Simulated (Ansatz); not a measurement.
System: MgF, charge 0, multiplicity 2. 
Coordinates optimised at B3LYP-D3(BJ)/def2-TZVP (Ansatz, a first-principles code):
```xyz
2

Mg     0.0000     0.0000    -0.7587
F      0.0000     0.0000     1.0116
```
Charge 0, spin multiplicity 2.

Wanted: atomisation energy (electronic, to ground-state atoms), in kJ/mol. Valence correlation only, unless marked. Open shells are spin-unrestricted. No spin-orbit coupling. Non-relativistic. The coupled-cluster limit lacks core correlation, which all-electron functionals hold. CBS(X,Y): correlation extrapolated as X^-3; Hartree-Fock from the larger set.

```tsv
level	program	atomisation energy (kJ/mol)
B97M-V/def2-TZVPD	Ansatz	431.6
PBE0/def2-SVP	Ansatz	433.5
PBE0-D3(BJ)/def2-TZVPD	Ansatz + dftd3	431.6
PBE0-D4/def2-TZVPD	Ansatz + dftd4	431.8
PBE0/def2-TZVPD	Ansatz	430.5
BHLYP-D3(BJ)/def2-TZVPD	Ansatz + dftd3	402.5
r2SCANh-D4/def2-TZVPD	Ansatz + dftd4	450.3
r2SCAN0-D4/def2-TZVPD	Ansatz + dftd4	435.7
CAM-B3LYP-D4/def2-TZVPD	Ansatz + dftd4	[?]
wB97M-V/def2-TZVPD	Ansatz	416.9
B2GP-PLYP-D4/def2-TZVPD	Ansatz + dftd4	[?]
B2PLYP-D3(BJ)/def2-TZVPD	Ansatz + dftd3	440.2
SCS-MP2/def2-QZVPPD	Ansatz	464.8
CCSD/def2-SVPD	Ansatz	[?]
CCSD(T)/CBS(def2-TZVPPD,def2-QZVPPD)	Ansatz	448.8
```

Question: Fill in the missing entries.

Answer: 
- CAM-B3LYP-D4/def2-TZVPD, atomisation energy (kJ/mol): 441.4
- B2GP-PLYP-D4/def2-TZVPD, atomisation energy (kJ/mol): 441.2
- CCSD/def2-SVPD, atomisation energy (kJ/mol): 421.5
